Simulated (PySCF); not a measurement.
C₆H₈NO (doublet state).
Geometry (GFN2-xTB, Å), atoms numbered from 1 in this order:
```xyz
16
C6H8NO angstrom
C     -0.989   -1.924    0.059
C     -0.760   -0.536    0.492
C      0.642   -0.149    0.405
C      1.791    0.174    0.297
C      3.182    0.556    0.196
N     -1.602    0.398   -0.271
C     -2.465    1.224    0.337
O     -2.650    1.283    1.528
H     -1.993   -2.272   -0.085
H     -0.168   -2.595   -0.092
H     -1.102   -0.378    1.536
H      3.626    0.611    1.189
H      3.263    1.533   -0.281
H      3.730   -0.175   -0.398
H     -1.499    0.398   -1.273
H     -3.012    1.860   -0.385
```

The hyperfine couplings belong to this conformer and change with its torsions.

As a line formula: `[CH2][C@@H](C#CC)NC=O` [radical].

Level of theory: PySCF, UKS B3LYP, pcH-1 on C H N O, non-relativistic, mean-field spin-orbit, GIAO. Geometry: GFN2-xTB, one conformer, isolated molecule. GFN2-xTB frequencies show an imaginary mode (23i cm⁻¹), so this geometry is no minimum at that level. A GFN2-xTB geometry isn't a minimum of the functional, and hyperfine couplings can be far from their values at a DFT geometry. No stability test was run, so a lower SCF solution isn't excluded.

Problem. Break the g tensor into its mass correction, gauge correction and orbital-Zeeman/spin–orbit terms.

Solution. 
```
                    Δg (ppm)     1     2     3
relativistic mass correction  -144  -144  -144
            gauge correction    16    27    35
   orbital Zeeman/spin–orbit   -27   494   574
                       total  -155   377   465
```

So g = 2.00216, 2.00270, 2.00278 and g_iso = 2.00255; the tensor is close to axial: the two nearest values differ by 14 % of g3 − g1. Axes: g2 points within 13° of the C1–H9 bond.

Problem. At 33.847 GHz, how far is the centre of the isotropic spectrum from where a free electron (g = 2.002319) resonates?

Solution. B = hν/(g μB) with μB/h = 13.99624 MHz/mT gives 1207.75 mT for the free electron and 1207.61 mT at g_iso, 0.14 mT lower.

Problem. What effective moment and Curie constant follow for a powder?

Solution. With the mean of g² = 4.0102 and S(S+1) = 0.75: μ_eff = √(⟨g²⟩S(S+1)) = 1.734 μB and χT = 0.12505·⟨g²⟩·S(S+1) = 0.376 cm³ K/mol (cgs; spin-Hamiltonian part alone).

Problem. In a frozen sample, at which fields do the three g values resonate at 9.5, 34, 94 and 263 GHz (hyperfine left aside), and which band first spreads them over more than twice a line width of 0.5 mT?

Solution. 
```csv
band,GHz,B(g3) mT,B(g2) mT,B(g1) mT,spread mT
X,9.5,338.90,338.92,339.01,0.11
Q,34.0,1212.92,1212.98,1213.30,0.38
W,94.0,3353.37,3353.52,3354.41,1.04
J,263.0,9382.31,9382.73,9385.22,2.91
```

The spread grows in proportion to the frequency. W band is the first where it exceeds 1.0 mT.

The Mulliken spin populations are largest on C1 (+1.07) and C2 (-0.07). C1 is the only atom above +0.15. The positive populations add up to 1.17 and the negative ones to -0.17, together 2S = 1. The angles at C1 add up to 360.0°, so it is planar; its axial dipolar tensor and the negative couplings of its protons fit spin in a p orbital normal to that plane.

The HOMO–LUMO gaps are 6.53 eV among the α and 4.87 eV among the β orbitals.

On an Arm Neoverse V2 with one thread (shared host), this took 56 s (with the writing of density and orbital grids) and 0.96 GiB of memory at its peak.
